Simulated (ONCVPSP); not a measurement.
Which setting gave this result? (Mo (Z = 42), ONCV)

Base potential:

ONCVPSP 4.0.1 input, shortened (lines: element, Z, core and valence counts, functional; n l f; lmax; l rc ep ncon nbas qcut; lloc lpopt rc5 dvloc0; l nproj debl; icmod fcfact rcfact), PBE, fully relativistic:

```
  Mo 42.00    6    3        4      upf
    1    0    2.00
    2    0    2.00
    2    1    6.00
    3    0    2.00
    3    1    6.00
    3    2   10.00
    4    0    2.00
    4    1    6.00
    4    2    6.00
    2
    0    1.10    0.00    4    8    4.70
    1    1.90    0.00    4    8    6.60
    2    1.70    0.00    4    8    5.00
    4    5    1.10    0.00
    0    1    2.80
    1    2    3.40
    2    2    3.90
    0    0.00    0.00
```

Open shells are filled in proportion to 2j + 1.

Cutoffs, loose and tight: the cutoffs (Ha) at which the residual kinetic energy of the hardest occupied pseudo-wave falls to 1 and 0.1 mHa per electron. They do not see the model core or the augmentation charge, which bear on the density cutoff. Test errors are all-electron minus pseudo excitation energies from the reference, over the configurations 4s2 4p6 4d5 5s1; 4s2 4p6 4d5; 4s2 4p6 4d4; 4s2 4p6 4d4 5s2; variants that change the core or the reference have their own tests.

Only the scale of all radii (base = 1) is moved (1 further runs of the sweep failed or gave no value and are left out):

```csv
scale of all radii (base = 1),"cutoff, loose","cutoff, tight",bound ghosts,largest test error (meV)
0.87,158 Ha,187 Ha,s,3 of 4 tests not solved or not reliable
1.07,120 Ha,140 Ha,none,+642 over the solved tests; 2 of 4 tests not solved or not reliable
1.13,108 Ha,126 Ha,none,+517 over the solved tests; 2 of 4 tests not solved or not reliable
1.23,88 Ha,103 Ha,none,+430 over the solved tests; 2 of 4 tests not solved or not reliable
1.31,75 Ha,90 Ha,none,+400 over the solved tests; 2 of 4 tests not solved or not reliable
```

Problem. One more run gave cutoff, loose: 146 Ha; cutoff, tight: 167 Ha; bound ghosts: s; largest test error (meV): 3 of 4 tests not solved or not reliable. Which value of the scale of all radii (base = 1) was used?

Solution. 0.96. The loose cutoff moves one way along this sweep, from 158 Ha at 0.87 to 75 Ha at 1.31, which places the run between 0.87 and 1.07.
